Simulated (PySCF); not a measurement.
C4H10OSi, SMILES C=C[C@H]([SiH3])CO.

Coordinates come from a PBE0-D3(BJ)/def2-SVP optimisation. The structure was generated by enumeration; whether it is a known compound was not checked. The values are those of a single conformer.

Two levels are set side by side: TDA-PBE/def2-SVPD (PySCF) and TDA-LC-ωPBE/def2-SVPD (PySCF). Vertical, same geometry. The lowest singlet is HOMO−1→LUMO 68 %, HOMO→LUMO 30 % with PBE and HOMO→LUMO 79 % with the other functional; states are paired by order. Differences are taken from unrounded values.

```
quantity                               TDA-LC-ωPBE  TDA-PBE  TDA-PBE minus TDA-LC-ωPBE
-------------------------------------  -----------  -------  -------------------------
lowest singlet excitation (eV)                7.25     5.46                      -1.79
lowest triplet excitation (TDA) (eV)          4.08     4.21                       0.14
first bright state (f over 0.05) (eV)         7.25     6.30                      -0.95
its oscillator strength                       0.42     0.07                      -0.36
```

A lower first singlet is the usual sign of a functional without exact exchange. Differences between two approximate levels are no errors against the true value.

Rough cost on one machine, each run with all the roots and properties that it gave: TDA-LC-ωPBE against TDA-PBE about 4 times.
